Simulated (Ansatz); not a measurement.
Frontier orbitals of BH₆NSSi (`[SiH3]NBS`).

Total charge 0; spin multiplicity 1. The geometry is a stationary point of PBE0-D4/def2-TZVP. It is one conformer, not always the lowest. Basis def2-TZVPP, the Gaussian-basis code of Ansatz.

Orbital energies of one run (eV). Highest occupied ones, from the top: -8.41, -9.99, -10.12, -11.19, -11.87, -12.15, -12.85, -14.04, -16.61, -17.29, -22.64, -26.95, -105.54, -105.55. Empty: 0.92, 1.15, 1.66, 2.13, 2.33, 2.51.

(1) Which functional gave them?
A. PBE
B. BHLYP
C. BLYP
D. HSE06 (plane-wave form)

## Answers

(1) B. HOMO energies: BHLYP -8.41, BLYP -5.99, PBE -6.17, HSE06 -6.96 eV.
